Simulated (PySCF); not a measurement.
# Basis and Hamiltonian dependence of the excitation energy of Mn²⁺

Mn²⁺ [Ar] 3d5 (6S) → Mn²⁺ [Ar] 3d4 4s1 (6D). Calculated with PySCF 2.14 from differences of total energies of unrestricted determinants, without spin-orbit coupling. Values in eV.

```tsv
basis	Hamiltonian	functions	UHF	r2SCAN	PBE0	MP2 (valence)	CCSD(T) (valence)	CCSD(T) (valence and next inner shell)
aug-cc-pVDZ-DK	spin-free X2C	59	7.410	7.815	7.818	7.885	7.893	n/a
aug-cc-pVDZ	non-relativistic	59	7.857	8.281	8.274	8.335	8.344	n/a
ANO-RCC-VTZP	spin-free X2C	59	7.345	7.697	7.702	7.853	7.844	7.750
def2-TZVPPD	non-relativistic	67	7.841	8.306	8.296	8.348	8.346	8.279
x2c-TZVPPall with one added diffuse shell each of s, p, d, f type	spin-free X2C	80	7.373	7.800	7.813	7.872	7.867	7.797
aug-cc-pVTZ-DK	spin-free X2C	93	7.249	7.615	7.622	7.729	7.718	n/a
dyall-av2z	non-relativistic	101	7.828	8.288	8.264	8.298	8.298	n/a
x2c-QZVPPall	spin-free X2C	103	7.252	7.635	7.655	7.753	n/a	n/a
aug-cc-pVTZ with one added diffuse shell each of s, p, d, f, g type	non-relativistic	118	7.682	8.059	8.057	8.168	n/a	n/a
aug-cc-pwCVTZ	non-relativistic	127	7.675	8.060	8.062	8.187	n/a	n/a
aug-cc-pwCVTZ-DK	spin-free X2C	127	7.241	7.615	7.627	7.748	n/a	n/a
x2c-QZVPPall with one added diffuse shell each of s, p, d, f, g type	spin-free X2C	128	7.250	7.632	7.652	7.751	n/a	n/a
aug-cc-pVQZ	non-relativistic	140	7.674	8.043	8.052	8.190	n/a	n/a
aug-cc-pwCVTZ-DK with one added diffuse shell each of s, p, d, f, g type	spin-free X2C	152	7.240	7.613	7.625	7.747	n/a	n/a
```

Frozen in the all-electron rows: valence: [Ar]; valence and next inner shell: [Ne].

Non-relativistic rows lack the scalar-relativistic shift.
